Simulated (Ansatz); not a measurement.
All numbers were calculated with Ansatz.

Basis-set series for CH$_{4}$FGaOSi. Total charge 0; spin multiplicity 1. Geometry: relaxed with PBE0-D4/def2-TZVP.

Z-matrix (Å, degrees):
```
Si
O 1 1.660
Ga 1 2.546 2 45.9
C 1 1.900 2 96.1 3 -0.0
H 1 1.486 2 112.5 3 -117.8
H 1 1.486 2 112.5 3 117.8
F 3 1.734 1 163.5 2 0.0
H 4 1.091 1 117.5 2 113.2
H 4 1.091 1 117.5 2 -113.2
```

| functional | basis | functions | energy (Eh) | HOMO (eV) | LUMO (eV) |
| --- | --- | --- | --- | --- | --- |
| PBE0-D4 | def2-SVP | 112 | -2428.92171 | -8.46 | -1.07 |
| PBE0-D4 | def2-QZVPP | 450 | -2429.60612 | -8.51 | -1.28 |
| ωB97M-V | def2-SVP | 112 | -2429.32173 | -10.66 | 0.77 |
| ωB97M-V | def2-QZVPP | 450 | -2430.00857 | -10.71 | 0.30 |

(1) Give the rows for def2-TZVPP. (Best estimate.)

## Answers

(1) The calculation gave: 
```csv
functional,basis,functions,energy (Eh),HOMO (eV),LUMO (eV)
PBE0-D4,def2-TZVPP,239,-2429.54009,-8.48,-1.15
ωB97M-V,def2-TZVPP,239,-2429.94576,-10.68,0.65
```

Positive LUMOs are unbound and depend on the basis. Scalar relativity is left out up to krypton.
